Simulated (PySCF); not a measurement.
## Two-component Hartree-Fock for Sc (scandium, neutral)

Start: [Ar] 4s2 5s1; 5s1/2 filled at m_j = +1/2. Calculated with PySCF 2.14 in x2c-TZVPall-2c with one added diffuse shell each of s, p, d type (7s8p5d1f, 63 functions): generalised Hartree-Fock with the X2C-1e Hamiltonian and a Gaussian nucleus; one run each with spin-orbit coupling (SO) switched off, then screened by Boettger's factors. This is a chosen level, not necessarily the ground level.

| spinor shell | electrons | ε, spin-free (eV) | ε, screened SO (eV) | weight of nominal j (screened SO) | rms radius, screened SO (bohr) |
| --- | --- | --- | --- | --- | --- |
| 1s1/2 | 2 | -4549.3 | -4549.3 | 1.000 | 0.0844 |
| 2s1/2 | 2 | -534.95 | -534.94 | 1.000 | 0.370 |
| 2p1/2 | 2 | -437.46 | -440.68 | 1.000 | 0.338 |
| 2p3/2 | 4 | -437.46 | -435.88 | 1.000 | 0.341 |
| 3s1/2 | 2 | -80.269 | -80.268 | 1.000 | 1.13 |
| 3p1/2 | 2 | -51.989 | -52.374 | 1.000 | 1.23 |
| 3p3/2 | 4 | -51.989 | -51.799 | 1.000 | 1.24 |
| 4s1/2 | 2 | -10.099 | -10.099 | 1.000 | 3.49 |
| 5s1/2 | 1 | -2.211 | -2.211 | 1.000 | 9.63 |

| quantity | spin-free | screened SO |
| --- | --- | --- |
| E (hartree) | -763.08353 | -763.08819 |
| M_J | 1/2 | 1/2 |
| ⟨J²⟩ | 0.750 | 0.750 |
| ⟨L²⟩ | 0.000 | 0.000 |
| ⟨S²⟩ | 0.750 | 0.750 |

Without spin-orbit coupling the j labels of p, d and f shells carry no meaning; the spin-free column gives the mean over the occupied spinors of each nl shell.
